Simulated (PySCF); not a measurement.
C$_{3}$H$_{10}$S$_{3}$Si (SMILES CS[SiH](SC)SC), singlet, at a GFN2-xTB geometry; CASSCF(2,4)+NEVPT2/STO-3G (PySCF).

Here is a job for PySCF.
```python
from pyscf import gto, scf, mcscf, mrpt
import numpy

mol = gto.M(
    atom='''
Si    0.180534    0.038905   -0.459693
S    -1.607651    1.205952   -0.324190
C    -0.894057    2.860791   -0.107716
S    -0.247270   -2.019619   -0.062920
C    -1.845232   -2.182996   -0.908138
S     1.646841    0.768826    0.916943
C     2.737982   -0.678077    1.019182
H     0.713386    0.153734   -1.816489
H    -0.399569    3.163008   -1.024862
H    -1.721658    3.527356    0.109860
H    -0.191617    2.845500    0.718842
H    -1.696285   -2.101907   -1.979701
H    -2.228487   -3.165816   -0.655646
H    -2.520360   -1.410347   -0.555903
H     3.455626   -0.468109    1.804976
H     3.247900   -0.812835    0.071114
H     2.150708   -1.556107    1.266218
''',
    basis='sto-3g',
    charge=0,
    spin=0,
    verbose=4,
)

mf = scf.RHF(mol)
mf.kernel()
mc = mcscf.CASSCF(mf, 4, 2)
mc.fix_spin_(ss=0.0)
mc.kernel()
occ = numpy.linalg.eigvalsh(mc.fcisolver.make_rdm1(mc.ci, mc.ncas, mc.nelecas))[::-1]
ss = mc.fcisolver.spin_square(mc.ci, mc.ncas, mc.nelecas)[0]
print('natural occupations', occ.round(4), ' <S^2>', round(ss, 4))
e2 = mrpt.NEVPT(mc).kernel()
print('E(NEVPT2) = %.10f' % (mc.e_tot + e2))
```

The log (banner, timings and long lists left out):

```
PySCF version 2.14.0

[INPUT] verbose = 4
[INPUT] num. atoms = 17
[INPUT] num. electrons = 90
[INPUT] charge = 0
[INPUT] spin (= nelec alpha-beta = 2S) = 0
[INPUT] symmetry False subgroup None
[INPUT] Mole.unit = angstrom
[INPUT] Symbol           X                Y                Z      unit          X                Y                Z       unit  Magmom
[...]
nuclear repulsion = 643.187675096422
number of shells = 39
number of NR pGTOs = 183
number of NR cGTOs = 61
basis = sto-3g
ecp = {}

******** <class 'pyscf.scf.hf.RHF'> ********
method = RHF
initial guess = minao
damping factor = 0
level_shift factor = 0
DIIS = <class 'pyscf.scf.diis.CDIIS'>
diis_start_cycle = 1
diis_space = 8
diis_damp = 0
SCF conv_tol = 1e-09
SCF conv_tol_grad = None
SCF max_cycles = 50
direct_scf = True
direct_scf_tol = 1e-13
Set gradient conv threshold to 3.16228e-05
Initial guess from minao.
init E= -1583.18615379588
[...]
cycle= 1 E= -1583.14726620396  delta_E= 0.0389  |g|= 0.462  |ddm|= 4.97
[...]
cycle= 2 E= -1583.25189890437  delta_E= -0.105  |g|= 0.14  |ddm|= 1.07
[...]
cycle= 3 E= -1583.25880352582  delta_E= -0.0069  |g|= 0.0277  |ddm|= 0.229
[...]
cycle= 4 E= -1583.25934845331  delta_E= -0.000545  |g|= 0.00315  |ddm|= 0.0805
[...]
cycle= 5 E= -1583.25935519366  delta_E= -6.74e-06  |g|= 0.000512  |ddm|= 0.0092
[...]
cycle= 6 E= -1583.259355352  delta_E= -1.58e-07  |g|= 0.000127  |ddm|= 0.00129
[...]
cycle= 7 E= -1583.25935536215  delta_E= -1.01e-08  |g|= 2.13e-05  |ddm|= 0.000347
[...]
cycle= 8 E= -1583.25935536267  delta_E= -5.26e-10  |g|= 6.16e-06  |ddm|= 9.48e-05
[...]
Extra cycle  E= -1583.25935536272  delta_E= -4.18e-11  |g|= 3.01e-06  |ddm|= 2.12e-05
converged SCF energy = -1583.25935536272

******** <class 'pyscf.mcscf.mc1step.CASSCF'> ********
CAS (1e+1e, 4o), ncore = 44, nvir = 13
max_cycle_macro = 50
max_cycle_micro = 4
conv_tol = 1e-07
conv_tol_grad = None
orbital rotation max_stepsize = 0.02
orbital rotation threshold for CI restart = 0.01
augmented hessian ah_max_cycle = 30
augmented hessian ah_conv_tol = 1e-12
augmented hessian ah_linear dependence = 1e-14
augmented hessian ah_level shift = 1e-08
augmented hessian ah_start_tol = 2.5
augmented hessian ah_start_cycle = 3
augmented hessian ah_grad_trust_region = 3
kf_trust_region = 3
kf_interval = 4
ci_response_space = 4
ci_grad_trust_region = 3
with_dep4 0
natorb = False
canonicalization = True
sorting_mo_energy = False
ao2mo_level = 2
internal_rotation = False
******** <class 'pyscf.fci.addons.SpinPenaltyFCISolver'> ********
max. cycles = 50
conv_tol = 1e-08
davidson only = True
linear dependence = 1e-12
level shift = 0.001
max iter space = 12
nroots = 1
pspace_size = 400
spin = None
CASCI E = -1583.25963939261  S^2 = 0.0000000
Set conv_tol_grad to 0.000316228
macro iter   1 ( 12 JK    3 micro), CASSCF E = -1583.26002371199  dE = -3.84319386e-04  S^2 = 0.0000000
               |grad[o]|=0.000681  |grad[c]|=0.0312  |ddm|=0.00426  |maxRot[o]|=0.137
macro iter   2 ( 21 JK    4 micro), CASSCF E = -1583.26076106910  dE = -7.37357112e-04  S^2 = 0.0000000
               |grad[o]|=0.00142  |grad[c]|=0.0583  |ddm|=0.0259  |maxRot[o]|=0.176
macro iter   3 ( 21 JK    4 micro), CASSCF E = -1583.26420890583  dE = -3.44783672e-03  S^2 = 0.0000000
               |grad[o]|=0.00347  |grad[c]|=0.0486  |ddm|=0.0261  |maxRot[o]|=0.283
macro iter   4 ( 21 JK    4 micro), CASSCF E = -1583.26828214860  dE = -4.07324277e-03  S^2 = 0.0000000
               |grad[o]|=0.00702  |grad[c]|=0.0431  |ddm|=0.0133  |maxRot[o]|=0.265
macro iter   5 ( 21 JK    4 micro), CASSCF E = -1583.27101628999  dE = -2.73414139e-03  S^2 = 0.0000000
               |grad[o]|=0.00825  |grad[c]|=0.019  |ddm|=0.0048  |maxRot[o]|=0.145
macro iter   6 ( 21 JK    4 micro), CASSCF E = -1583.27170078190  dE = -6.84491912e-04  S^2 = 0.0000000
               |grad[o]|=0.00425  |grad[c]|=0.007  |ddm|=0.00467  |maxRot[o]|=0.242
macro iter   7 ( 21 JK    4 micro), CASSCF E = -1583.27183506646  dE = -1.34284556e-04  S^2 = 0.0000000
               |grad[o]|=0.00151  |grad[c]|=0.000943  |ddm|=0.000928  |maxRot[o]|=0.307
macro iter   8 ( 13 JK    3 micro), CASSCF E = -1583.27185732154  dE = -2.22550852e-05  S^2 = 0.0000000
               |grad[o]|=0.000743  |grad[c]|=0.000242  |ddm|=0.000714  |maxRot[o]|=0.105
macro iter   9 (  4 JK    1 micro), CASSCF E = -1583.27185741869  dE = -9.71410827e-08  S^2 = 0.0000000
               |grad[o]|=7.23e-05  |grad[c]|=9.01e-05  |ddm|=5.27e-05  |maxRot[o]|=0.00116
1-step CASSCF converged in   9 macro (155 JK  31 micro) steps
CASSCF canonicalization
Density matrix diagonal elements [1.97508376 0.01270011 0.00521089 0.00700523]
CASSCF energy = -1583.27185741869
CASCI E = -1583.27185741869  E(CI) = -1.24916951577393  S^2 = 0.0000000
natural occupations [1.9752e+00 2.4200e-02 5.0000e-04 2.0000e-04]  <S^2> 0.0

******** <class 'pyscf.mrpt.nevpt2.NEVPT'> ********
NEVPT2 (1e+1e, 4o), ncore = 44, nvir = 13
root = 0
Natural occ [1.97515404e+00 2.41738250e-02 4.71688826e-04 2.00450697e-04]
Natural orbital (expansion on meta-Lowdin AOs) in CAS space
               #1        #2        #3        #4
0 Si 1s         -0.00015   0.00085  -0.00005  -0.00009
0 Si 2s          0.00081  -0.00538   0.00022   0.00072
0 Si 3s         -0.30326   0.36864  -0.02241  -0.03296
0 Si 2px        -0.01586   0.01468  -0.00955   0.00009
0 Si 2py         0.01099  -0.01047  -0.01206   0.00366
0 Si 2pz         0.00182  -0.00167  -0.00101  -0.02339
0 Si 3px         0.44442  -0.49453   0.34127   0.01107
0 Si 3py        -0.30631   0.35790   0.43412  -0.11980
0 Si 3pz        -0.06125   0.06288   0.04411   0.75866
1 S 1s           0.00006  -0.00055   0.00050   0.00004
1 S 2s           0.00139   0.00813  -0.00652  -0.00059
1 S 3s           0.01724  -0.18996   0.18588   0.01493
1 S 2px          0.01573   0.01572  -0.00499  -0.00071
1 S 2py         -0.00866  -0.01050  -0.00990  -0.00097
1 S 2pz         -0.00084  -0.00106  -0.00131   0.00357
1 S 3px         -0.67680  -0.52420   0.17507   0.01679
1 S 3py          0.33932   0.36181   0.38560   0.03632
1 S 3pz          0.03141   0.03507   0.04959  -0.11291
2 C 1s          -0.00032   0.00019   0.00371   0.00018
2 C 2s           0.03136  -0.00874  -0.24155  -0.01253
2 C 2px         -0.02392   0.01608   0.18543   0.01370
2 C 2py         -0.06781  -0.00697   0.40425   0.02293
2 C 2pz         -0.00893  -0.00092   0.05518  -0.01971
3 S 1s           0.00004  -0.00003   0.00030  -0.00017
3 S 2s          -0.00055   0.00054  -0.00445   0.00237
3 S 3s           0.00915   0.00095   0.10683  -0.06503
3 S 2px          0.00093  -0.00144  -0.00085   0.00086
3 S 2py         -0.00266   0.00299  -0.00976   0.00519
3 S 2pz         -0.00032   0.00065   0.00245   0.00229
3 S 3px         -0.01125   0.03072   0.04646  -0.01769
3 S 3py          0.09300  -0.10814   0.33731  -0.17324
3 S 3pz          0.01461  -0.03135  -0.07697  -0.06403
4 C 1s          -0.00019   0.00021  -0.00027  -0.00014
4 C 2s           0.01006  -0.01081   0.01581   0.00787
4 C 2px          0.01092  -0.02753  -0.01128   0.02147
4 C 2py          0.00379   0.00017   0.01302   0.01159
4 C 2pz          0.00862  -0.01128   0.00609   0.00659
5 S 1s           0.00010  -0.00015  -0.00027  -0.00031
5 S 2s          -0.00131   0.00200   0.00378   0.00444
5 S 3s           0.03776  -0.05026  -0.09931  -0.11167
5 S 2px          0.00230  -0.00319  -0.00422  -0.00680
5 S 2py          0.00040  -0.00045  -0.00185  -0.00508
5 S 2pz          0.00079  -0.00117  -0.00586  -0.00327
5 S 3px         -0.06154   0.09089   0.13799   0.23080
5 S 3py         -0.03224   0.03704   0.06766   0.16578
5 S 3pz         -0.02748   0.03640   0.19764   0.11725
6 C 1s           0.00031  -0.00049  -0.00022  -0.00030
6 C 2s          -0.02061   0.03170   0.01485   0.02034
6 C 2px          0.02062  -0.03947  -0.02384  -0.02114
6 C 2py         -0.02592   0.04381   0.02898   0.02958
6 C 2pz          0.00477  -0.01103  -0.00571   0.00096
7 H 1s           0.09273  -0.09140  -0.06539   0.49175
8 H 1s           0.01465   0.00842   0.01135  -0.02343
9 H 1s          -0.06057  -0.03272   0.05446   0.00658
10 H 1s          0.02818   0.01581   0.00599   0.02183
11 H 1s          0.00292  -0.00471  -0.00613  -0.00064
12 H 1s         -0.00156   0.00160   0.01101  -0.01679
13 H 1s         -0.00155   0.00396  -0.01617   0.01291
14 H 1s          0.01514  -0.02602  -0.02275  -0.02775
15 H 1s          0.00004  -0.00061   0.00721  -0.00031
16 H 1s         -0.00788   0.01084   0.00473   0.01231
<CAS-nat-orb|mo-hf>  45     41      -0.69642086
<CAS-nat-orb|mo-hf>  46     46       0.65879071
<CAS-nat-orb|mo-hf>  46     47      -0.41864539
<CAS-nat-orb|mo-hf>  46     48       0.48453795
<CAS-nat-orb|mo-hf>  47     47       0.60656754
<CAS-nat-orb|mo-hf>  47     48       0.66968701
<CAS-nat-orb|mo-hf>  48     52       0.85593968
Sr    (-1)',   E = 0.00000004726783
Si    (+1)',   E = -0.00384103591442
Sijrs (0)  ,   E = -0.18977477906617
Sijr  (+1) ,   E = -0.03614868507905
Srsi  (-1) ,   E = -0.00113003659100
Srs   (-2) ,   E = -0.00003748294543
Sij   (+2) ,   E = -0.01447650227127
Sir   (0)' ,   E = -0.00646087707016
Nevpt2 Energy = -0.251869351669672
E(NEVPT2) = -1583.5237267704
```
